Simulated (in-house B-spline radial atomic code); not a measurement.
# Ionising the promethium ion Pm⁴⁵⁺ with different functionals

Computed with an all-electron radial atomic-structure program (B-spline basis): scalar-relativistic (spin-free X2C) Hamiltonian, Fermi nucleus of rms radius 4.962 fm, spin-polarised at highest spin, spherical fractional occupations for the functionals, the average over the highest-spin determinants for Hartree-Fock. The ionisation energy is the difference of two self-consistent energies, [Ne] 3s2 3p4 → [Ne] 3s2 3p3, without Breit or QED terms; ε is the level of the shell that loses the electron (its least bound occupied spin orbital). There is no spin-orbit coupling in this Hamiltonian.

Hybrids are left out here: with spherical fractional occupations of an open shell their exact exchange keeps a self-interaction that integer-occupation calculations don't have.

```
      method          rung  ΔSCF (eV)  -ε(3p) (eV)
Hartree-Fock  Hartree-Fock     3751.0       3751.8
    LDA VWN5           LDA          ?            ?
        BP86           GGA          ?            ?
        OLYP           GGA     3754.6       3709.8
```

Problem. What does LDA VWN5 give?

Solution. ΔSCF 3754.3 eV, and -ε(3p) = 3707.7 eV.

Problem. What does BP86 give?

Solution. ΔSCF 3755.3 eV, and -ε(3p) = 3709.0 eV.

Problem. Among the functionals, which spreads more, the ΔSCF values or the orbital energies?

Solution. The orbital energies: ΔSCF values span about 1.0 eV and the orbital energies 2.1 eV.

Problem. How do they compare with the NIST value?

Solution. NIST lists 3718 eV ± 4 (tabulated theory, ground level to ground level). Errors run from +33.0 to +37.3 eV. The correlated functionals all miss on the same side by more than they spread, so the cause is common to them (spin-orbit coupling, Breit-QED terms, multiplet and fine-structure energies, or a listed next ion that isn't the cheapest removal here) and closeness doesn't rank the functionals. Hartree-Fock also lacks correlation.
